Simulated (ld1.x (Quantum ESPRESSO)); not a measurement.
Values are calculated unless marked as measured or tabulated.
Hardness and transferability of assorted potentials

Generated with ld1.x 7.5 (TM, RRKJ, ultrasoft, PAW), atompaw 4.2 or ONCVPSP 4.0.1. The cutoff is in Ry: for ld1.x and atompaw files where the sum of valence levels is converged to 10 mRy in a Bessel basis, for ONCV files where the hardest occupied wave has 1 mHa per electron of residual kinetic energy. The error is the largest all-electron minus pseudo excitation energy over each file’s own four to seven test configurations (ionisations up to +4, promotions, holes and added fractions of an electron), all of which were solved. The labels leave out finer settings (local radius, basis sizes, second energies), which also bear on the numbers. Spin-polarised tests are not counted. The rows are a selection from randomly drawn settings: files with unsolved tests, undetermined cutoffs or missed reference levels are left out.

```tsv
element	potential	cutoff (Ry)	largest error (meV)	bound ghosts
O	TM, LDA (PZ), scalar-relativistic, rc 0.60/1.40 (sp), local smoothed, core correction no, reference 2s2 2p1	200	+1115	none
V	TM, PBEsol, fully relativistic, rc 0.85/1.55/2.20 (spd), local d, core correction yes, reference 3s2 3p6 3d3 4s0 4p0	140	+869	none
Sn	TM, PBEsol, scalar-relativistic, rc 1.66/2.48/2.60 (spd), local smoothed, core correction yes, reference 5s2 5p0	30	-116	none
Ba	TM, PBE, scalar-relativistic, rc 4.20/4.20/2.45 (spd), local s, core correction yes, reference 5d0.5 6s1.5 6p0	8	-62	none
Bi	TM, PBE, non-relativistic, rc 2.15/2.50 (sp), local p, core correction yes, reference 6s2 6p2.75	18	-416	none
```

(1) Fill in the row for Se: ultrasoft, PBE, scalar-relativistic, rc 1.70/1.90/1.85 (spd), local smoothed, core correction no, reference 4s1 4p5.

## Answers

(1) cutoff 15 Ry, largest error +21 meV, bound ghosts: none.
